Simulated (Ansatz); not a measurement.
A nudged elastic band was laid between two geometries of BH4NO + H3N (11 atoms, charge 0, multiplicity 1).

All numbers below come from RKS r2SCAN-D4/def2-SVP (Ansatz).

| Item | Value |
| --- | --- |
| movable images | 7 |
| climbing image | yes |
| spring | 5.0 eV/Å² |
| optimiser | quadratic models (default) |
| start path | through a guess of the saddle point |
| force threshold | 0.05 eV/Å |
| iteration limit | 60 |
| end points | relaxed |

Image 0:

```xyz
11
Properties=species:S:1:pos:R:3
B -0.162 -0.436 -0.227
H -0.154 -1.019 0.837
O 0.999 -0.034 -0.843
H 1.781 -0.282 -0.340
N -1.385 -0.180 -0.869
H -2.276 -0.475 -0.496
H -1.435 0.269 -1.776
N -0.140 2.376 1.221
H -0.964 2.069 0.699
H 0.636 2.174 0.589
H -0.048 1.692 1.974
```

Image 8:

```xyz
11
Properties=species:S:1:pos:R:3
B 0.014 0.588 -0.585
H -0.656 0.169 3.275
O 1.277 0.136 -0.925
H 1.258 -0.622 -1.517
N -1.173 -0.006 -1.112
H -1.172 -0.847 -1.672
H -2.098 0.259 -0.803
N -0.042 1.681 0.327
H -0.887 2.178 0.565
H 0.806 2.151 0.615
H -0.475 0.470 2.599
```

(1) What changes between the two ends?

(2) What energy profile does the band end with?

(3) What is the geometry of the highest image?

Results:

(1) Bonds broken: B1–H2, N8–H11. Bonds formed: B1–N8, H2–H11. BH4NO + H3N becomes BH5N2O + H2.

(2) It converged. The highest image is number 4 of 0 to 8, 1.56 eV above the first end and 2.04 eV above the last; the last end lies 0.47 eV below the first. Beside the main top the profile has a ripple of under 15 meV (maxima at images 2, 4), which may be a very shallow well or noise. Neighbouring images differ by up to 1.6 eV, so the band resolves the path poorly. A vibrational analysis at the climbing image gives 2 clearly imaginary modes (1376i, 137i cm⁻¹): a point of higher order, so a lower path passes nearby. The orbitals stay closed-shell, which can raise the energy where a bond breaks towards radicals; this wasn't checked here.

```tsv
image	path coordinate (Å)	energy (eV)	B1–H2 (Å)	N8–H11 (Å)	B1–N8 (Å)
0	0.00	0.00	1.21	1.02	3.16
1	1.66	0.12	1.22	1.02	2.92
2	3.31	0.26	1.24	1.02	1.67
3	4.97	0.25	1.24	1.02	1.73
4	6.62	1.56	1.49	1.28	1.59
5	7.45	-0.06	2.27	2.01	1.43
6	8.28	-0.44	3.06	2.48	1.42
7	9.10	-0.47	3.56	2.60	1.42
8	9.93	-0.47	3.94	2.61	1.42
```

(3) 
```xyz
11
Properties=species:S:1:pos:R:3
B -0.098 0.305 0.069
H -0.382 -0.226 1.428
O 1.206 -0.130 -0.204
H 1.245 -0.564 -1.063
N -1.184 0.021 -0.868
H -1.336 -0.970 -1.048
H -2.087 0.430 -0.646
N -0.128 1.790 0.647
H -0.839 2.429 0.294
H 0.794 2.223 0.665
H -0.340 0.848 1.494
```

The run took 7 min on 2 threads of Arm Neoverse V2, on a shared host, peak memory 0.15 GiB.
